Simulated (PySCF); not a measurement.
Level of theory: B3LYP-D3(BJ)/def2-TZVP // TPSS-D3(BJ)/def2-SVP in PySCF 2.14.0. Isolated molecules, 0 K electronic values unless said otherwise. One relaxed conformer stands for a flexible species; it need not be the lowest. B3LYP has the VWN-RPA correlation part, as in Gaussian. 

Reference species: [Zn(Cl)2] (neutral, multiplicity 1).

- LUMO: -2.12 eV
- charge on the central atom (meta-Löwdin): 1.23 e

Changed species: [Zn(CH3)2] (2 of 2 Cl replaced by CH3; the reference has 0 of 2 Cl replaced by CH3).

Task: What does the change do to the LUMO and charge on the central atom (meta-Löwdin)?

Result: the LUMO increases by 2.01 eV, to -0.11 eV; the charge on the central atom (meta-Löwdin) falls by 0.19 e, to 1.04 e.
